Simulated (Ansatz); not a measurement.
`C=N[SiH2][TeH]`, charge 0, multiplicity 1.

Give a relaxed structure at PBE0-D4/def2-TZVP (the Gaussian-basis code of Ansatz). (Estimate.)

The calculation gave: 
Z-matrix (Å, degrees):
```
Si
N 1 1.736
Te 1 2.508 2 116.0
H 1 1.482 2 107.6 3 117.9
H 1 1.481 2 107.2 3 -122.5
C 2 1.256 1 127.0 3 0.2
H 3 1.658 1 91.3 2 -78.1
H 6 1.101 2 123.7 1 -0.0
H 6 1.096 2 120.0 1 -179.9
```
This is one stationary point; other conformers may exist.
